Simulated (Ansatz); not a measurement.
Si4H10ClO3F, closed shell: a trajectory.

in.yaml

```yaml
crystal:
  periodic: [false, false, false]
  atoms:
    - {symbol: Si, position_ang: [0.833976, -0.031073, 0.636182]}
    - {symbol: O, position_ang: [0.927142, -0.851018, -0.768114]}
    - {symbol: Si, position_ang: [1.992028, -1.799084, -1.610872]}
    - {symbol: O, position_ang: [0.648771, 1.528341, 0.346189]}
    - {symbol: Si, position_ang: [-0.173514, 2.868804, -0.124238]}
    - {symbol: O, position_ang: [-0.335278, -0.632906, 1.542148]}
    - {symbol: Si, position_ang: [-1.896155, -0.895962, 1.976773]}
    - {symbol: F, position_ang: [2.206386, -0.237279, 1.392594]}
    - {symbol: H, position_ang: [-0.799016, -0.524772, -1.591888]}
    - {symbol: Cl, position_ang: [-1.999920, -0.084312, -1.784781]}
    - {symbol: H, position_ang: [2.327448, -3.005118, -0.817038]}
    - {symbol: H, position_ang: [1.305169, -2.182154, -2.866178]}
    - {symbol: H, position_ang: [3.222340, -1.028307, -1.910003]}
    - {symbol: H, position_ang: [-1.567891, 2.806327, 0.376205]}
    - {symbol: H, position_ang: [-0.163598, 2.958716, -1.603649]}
    - {symbol: H, position_ang: [0.519348, 4.043501, 0.457179]}
    - {symbol: H, position_ang: [-2.693942, 0.335207, 1.761102]}
    - {symbol: H, position_ang: [-1.903817, -1.256843, 3.414738]}
    - {symbol: H, position_ang: [-2.449078, -2.012267, 1.173752]}
basis:
  gaussian: {orbitals: def2-SVP}
hamiltonian: {xc: pbe0, dispersion: d4}
md: {n_steps: 30, timestep: -0.5, temperature: 300, ensemble: nve, seed: 168, initial_velocities: maxwell_boltzmann}
```

Launched with

```bash
ansatz run in.yaml --threads 4 --pin off --events-out ev --progress --plain --max-ram 46080MiB --backend cuda --devices 0, --max-vram 37GiB
```

Output of Ansatz 0.2.0:

```
Error: invalid value for `md.timestep`: must be finite and > 0; got -0.5 fs
```

Time: 0.05 s of wall clock on 4 CPU threads of an AMD EPYC 7R13 and a share of one NVIDIA H100; the host was shared. Peak host memory: 1.1 GiB.


The program refused the input. A timestep must be positive.